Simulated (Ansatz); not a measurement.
Reaction (formal exchange of groups at a C–F bond): `F[CH2][SnH2][SH]` + SiH₄ → `[SiH3][CH2][SnH2][SH]` + H–F

Gas-phase electronic energies from Ansatz, PBE0-D4/def2-TZVP geometries. CCSD(T)/CBS is the MP2 limit (def2-TZVPP, def2-QZVPP) plus CCSD(T) − MP2 in def2-TZVPP, frozen cores. This one scheme is used for every species. DFT in def2-TZVPP. B3LYP here is the variant with VWN-RPA as its local correlation; programs differ in this. Elements past krypton have def2 core potentials. For Sn outer-core shells are correlated without core-valence functions, which leaves a few kJ/mol of doubt a bond. Each species was taken in one conformer, which may not be the lowest.

```json
{"level": "PBE-D4", "ΔE (kJ/mol)": "-108.8", "difference from CCSD(T)/CBS": "19.1"}
{"level": "r2SCAN-D4", "ΔE (kJ/mol)": "-110.1", "difference from CCSD(T)/CBS": "17.8"}
{"level": "PBE0-D4", "ΔE (kJ/mol)": "-117.0", "difference from CCSD(T)/CBS": "10.9"}
{"level": "B3LYP-D4", "ΔE (kJ/mol)": "-105.1", "difference from CCSD(T)/CBS": "22.8"}
{"level": "ωB97X-V", "ΔE (kJ/mol)": "-106.1", "difference from CCSD(T)/CBS": "21.8"}
{"level": "ωB97M-V", "ΔE (kJ/mol)": "-112.8", "difference from CCSD(T)/CBS": "15.1"}
{"level": "B2PLYP", "ΔE (kJ/mol)": "-107.1", "difference from CCSD(T)/CBS": "20.8"}
{"level": "PBE", "ΔE (kJ/mol)": "-100.5", "difference from CCSD(T)/CBS": "27.4"}
{"level": "r2SCAN", "ΔE (kJ/mol)": "-107.9", "difference from CCSD(T)/CBS": "20.0"}
{"level": "PBE0", "ΔE (kJ/mol)": "-109.5", "difference from CCSD(T)/CBS": "18.4"}
{"level": "B3LYP", "ΔE (kJ/mol)": "-91.7", "difference from CCSD(T)/CBS": "36.2"}
{"level": "HF/def2-TZVPP", "ΔE (kJ/mol)": "-92.2", "difference from CCSD(T)/CBS": "35.7"}
{"level": "MP2/def2-TZVPP", "ΔE (kJ/mol)": "-136.9", "difference from CCSD(T)/CBS": "-9.0"}
{"level": "SCS-MP2/def2-TZVPP", "ΔE (kJ/mol)": "-122.0", "difference from CCSD(T)/CBS": "5.9"}
{"level": "CCSD/def2-TZVPP", "ΔE (kJ/mol)": "-118.0", "difference from CCSD(T)/CBS": "9.9"}
{"level": "CCSD(T)/def2-TZVPP", "ΔE (kJ/mol)": "-121.0", "difference from CCSD(T)/CBS": "6.9"}
{"level": "HF/def2-QZVPP", "ΔE (kJ/mol)": "-92.6", "difference from CCSD(T)/CBS": "35.3"}
{"level": "MP2/def2-QZVPP", "ΔE (kJ/mol)": "-141.0", "difference from CCSD(T)/CBS": "-13.1"}
{"level": "SCS-MP2/def2-QZVPP", "ΔE (kJ/mol)": "-126.2", "difference from CCSD(T)/CBS": "1.7"}
{"level": "HF/CBS(def2)", "ΔE (kJ/mol)": "-92.7", "difference from CCSD(T)/CBS": "35.2"}
{"level": "MP2/CBS(def2)", "ΔE (kJ/mol)": "-143.8", "difference from CCSD(T)/CBS": "-15.9"}
{"level": "CCSD/CBS(def2)", "ΔE (kJ/mol)": "-124.9", "difference from CCSD(T)/CBS": "3.0"}
{"level": "CCSD(T)/CBS", "ΔE (kJ/mol)": "-127.9", "difference from CCSD(T)/CBS": "0"}
```

Largest T1 diagnostic among the species: 0.012.

The D4 term adds −13.4 kJ/mol with B3LYP and −7.5 kJ/mol with PBE0; it sums over pairs of atoms, weighted by their polarisabilities, and B3LYP, whose exchange is more repulsive, gets the larger term. In def2-TZVPP, CCSD(T) changes the Hartree–Fock value by −28.9 kJ/mol (the triples alone add −3.0 kJ/mol) and MP2 by −44.7 kJ/mol. From PBE to PBE0 (25 % exact exchange), in def2-TZVPP and without D4, ΔE moves by −9.0 kJ/mol.
